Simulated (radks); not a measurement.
Question: Numerical settings for the ruthenium ion Ru2+, [Kr] 4d6. All-electron calculation, Dirac Kohn-Sham, PBE, spin-unpolarised, spherical densities, finite nucleus; open shells are shared between the two j in proportion to 2j + 1; Fermi nuclear charge, rms radius 4.4809 fm. Program: a radial shooting solver on a logarithmic mesh with Libxc functionals. The defaults (mesh step 0.008 in ln r, mesh end at 40 bohr or more with all orbitals vanishing there, Anderson mixing 0.5 over 9 steps, residual threshold near 1e-9 with the energy settled to 1e-9 hartree or 1e-11 of itself, here a cap of 74 iterations) give E = -4530.5285 hartree and 4d5/2 at -23.985 eV in 14 iterations. Run on one thread of a shared host, so times are rough (Arm Neoverse N1): 0.15 s of CPU time, 0.15 s wall, 14 iterations on 2198 mesh points. One setting is changed at a time: mesh step in ln r 0.003; mesh step in ln r 0.012; mesh step in ln r 0.2; mesh end (bohr) 8; mesh end (bohr) 5; residual threshold 1e-13; residual threshold 0.001; mixing 0.2; linear mixing, mixing 0.8; linear mixing, mixing 0.5; mixing history 20; iteration cap 8. Which runs fail to converge, and which converge to a wrong energy?

Answer: Not converged within the cap: mesh step in ln r 0.2; iteration cap 8. Settings that end as converged yet miss the energy by more than 1 mhartree: mesh end (bohr) 5 (+0.00714 hartree).
